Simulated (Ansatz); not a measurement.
System: sum formula SiNH2Br3, charge 0, multiplicity 1. 
Geometry from a B3LYP-D3(BJ)/def2-TZVP (Ansatz, a first-principles code) optimisation:
```
Si
N 1 1.6892
H 2 1.0080 1 120.73
H 2 1.0080 3 112.99 1 -153.88
Br 1 2.2154 2 107.85 3 164.41
Br 1 2.2154 2 107.85 3 43.72
Br 1 2.2308 2 115.05 3 -75.93
```

Dipole moments at this geometry, in debye (magnitudes).

```
level                 program  dipole (D)
--------------------  -------  ----------
BLYP/def2-TZVPD        Ansatz        2.23
revPBE/def2-TZVPD      Ansatz        2.26
r2SCAN/def2-TZVPD      Ansatz        2.32
B3LYP/def2-TZVPD       Ansatz        2.28
PBE0/def2-TZVPD        Ansatz        2.30
BHLYP/def2-TZVPD       Ansatz        2.32
r2SCANh/def2-TZVPD     Ansatz        2.33
r2SCAN0/def2-TZVPD     Ansatz        2.34
CAM-B3LYP/def2-TZVPD   Ansatz         [?]
LC-wPBE/def2-TZVPD     Ansatz        2.36
wB97M-V/def2-TZVPD     Ansatz        2.31
wB97X-V/def2-TZVPD     Ansatz        2.32
CCSD(T)/def2-SVPD      Ansatz         [?]
```

Some entries are withheld; supply them.


- CAM-B3LYP/def2-TZVPD, dipole (D): 2.31
- CCSD(T)/def2-SVPD, dipole (D): 2.27
